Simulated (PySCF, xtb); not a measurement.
B(Me)(SiH3)2 (CH9BSi2), SMILES CB([SiH3])[SiH3].

GFN2-xTB in xtb at its own geometry gives an orbital gap of 2.18 eV and a dipole moment of 1.71 D.

Geometry: ωB97X-D3(BJ)/def2-SVP. This is a generated structure with no PubChem entry under its InChIKey; it may be hypothetical.

Task: What does PySCF with M06-2X/def2-TZVP give? (An estimate is asked for; the answer gives what the named calculation found.)

Result: gap 7.16 eV (levels -8.48 and -1.33 eV), dipole 1.22 D.
